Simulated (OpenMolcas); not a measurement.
# Co: effect of the basis set

* Program: OpenMolcas
* Method: SS-CASPT2, IPEA 0.25 Eh, imaginary shift 0.1 Eh (closed shells correlated: 3s 3p)
* Active space: 9 electrons in 6 orbitals (3d 4s)
* State averaging: 2S+1 = 4 even, 20 roots; 2S+1 = 2 even, 40 roots kept (CI in the orbitals of an earlier block)
* Spin-orbit coupling: state interaction with AMFI integrals over the reference wave functions, term energies averaged over their components

A. ANO-RCC-VDZP [5s4p2d1f], DKH2, point nucleus; CASPT2 step of the order of 10 core-seconds
B. ANO-RCC-VTZP [6s5p3d2f1g], DKH2, point nucleus; CASPT2 step of the order of 13 core-seconds
C. ANO-R2 [7s5p4d2f1g], X2C, finite nucleus; CASPT2 step of the order of 26 core-seconds
D. ANO-RCC-VQZP [7s6p4d3f2g1h], DKH2, point nucleus; CASPT2 step about 40 core-seconds
E. ANO-R3 [8s5p5d3f2g1h], X2C, finite nucleus; CASPT2 step roughly 30 core-seconds

Energies in cm⁻¹ above 3d⁷ 4s² ⁴F_9/2, the measured ground level; measured values from NIST Handbook of Basic Atomic Spectroscopic Data.

```csv
Level,A,B,C,D,E,Measured
3d⁷ 4s² ⁴F_9/2,0.0,0.0,0.0,0.0,0.0,0.0
3d⁷ 4s² ⁴F_7/2,775,774,770,768,770,816
3d⁷ 4s² ⁴F_5/2,1342,1341,1334,1332,1333,1407
3d⁷ 4s² ⁴F_3/2,1730,1728,1719,1716,1716,1809
3d⁸ 4s ⁴F_9/2,8110,7860,8080,7780,6240,3483
3d⁸ 4s ⁴F_7/2,8790,8540,8760,8450,6910,4143
3d⁸ 4s ⁴F_5/2,9380,9130,9350,9040,7490,4690
3d⁸ 4s ⁴F_3/2,9800,9550,9760,9460,7910,5076
3d⁸ 4s ²F_7/2,11740,11360,11650,11070,9440,7442
3d⁸ 4s ²F_5/2,12830,12450,12730,12140,10520,8461
3d⁷ 4s² ⁴P_5/2,15730,15160,14870,15030,14220,13795
3d⁷ 4s² ⁴P_3/2,15900,15360,15090,15240,14430,14036
3d⁷ 4s² ⁴P_1/2,16310,15750,15470,15620,14810,14399
3d⁷ 4s² ²G_9/2,16830,16590,16650,16580,15720,
3d⁷ 4s² ²G_7/2,17570,17330,17390,17310,16460,
3d⁷ 4s² ²P_3/2 [66 %],19520,19390,19390,19460,18590,
3d⁷ 4s² ²P_1/2,20150,20040,20030,20100,19190,
3d⁸ 4s ²D_5/2 [66 %],21180,20080,20190,19940,18080,
3d⁸ 4s ²D_3/2 [72 %],21490,20510,20620,20330,18430,
3d⁷ 4s² ²D_5/2,22340,22340,22430,22550,21470,
3d⁸ 4s ⁴P_5/2 [64 %],23030,21540,21660,21470,19620,15184
3d⁸ 4s ⁴P_3/2,23100,21600,21680,21530,19670,15774
3d⁸ 4s ⁴P_1/2,23300,21770,21850,21700,19840,16196
3d⁷ 4s² ²H_11/2,23340,22590,22690,22560,21710,
```

Deviations, from unrounded energies. A percentage is the sum of absolute deviations over the sum of measured energies, with the sign that they share, or ± where signs differ.

```json
{"Against measurement": "mean absolute deviation (cm-1)", "Levels": "15", "A": "3700", "B": "3200", "C": "3200", "D": "3100", "E": "1900"}
{"Against measurement": "fine structure of the ground term (%)", "Levels": "3", "A": "-4.6", "B": "-4.7", "C": "-5.2", "D": "-5.4", "E": "-5.3"}
{"Against measurement": "other terms of the ground configuration (%)", "Levels": "3", "A": "+13.5", "B": "+9.6", "C": "+7.6", "D": "+8.7", "E": "+2.9"}
{"Against measurement": "other configurations (%)", "Levels": "9", "A": "+61.7", "B": "+53.9", "C": "+56.0", "D": "+52.5", "E": "+33.8"}
```

E lies closest to measurement on these levels and A furthest from it. The largest miss of E in the table is 3d⁸ 4s ⁴P_5/2 [64 %], by +4400 cm-1. The ranking rests on the paired levels alone, and a cruder setting can come out closer through cancelling errors.

Among A to E the level of the table that moves most is 3d⁸ 4s ⁴P_1/2, by 3500 cm-1 (lowest in E, highest in A). Moves below CASPT2's spread within the term are not significant.

CASPT2 does not keep the components of a term degenerate, so their means are used; among the terms shown or strongly mixed into the levels shown the widest spread is 1600 cm-1 (3d⁷ 4s² ⁴F, A). Terms from blocks run as CI alone lack orbitals of their own. A single d shell beside an s shell can misplace configurations of different d count against each other. The CASPT2 spread within a term exceeds the gap to the next term for 3d⁷ 4s² ²D and 3d⁷ 4s² ²H, so the order of their levels is uncertain (holds for B; C; D; E). Computed and measured levels are paired by configuration, term and J; levels that our copy of the source lacks, or whose pairing is in doubt (as where it misses far off the trend of its configuration), stay unpaired and out of the deviations. Levels of configurations outside the active space are missing. Levels that lie high or do not pair safely by name in every column are left out.

A share in square brackets marks a mixed level and gives the weight of the term that names it, the lowest over the columns.
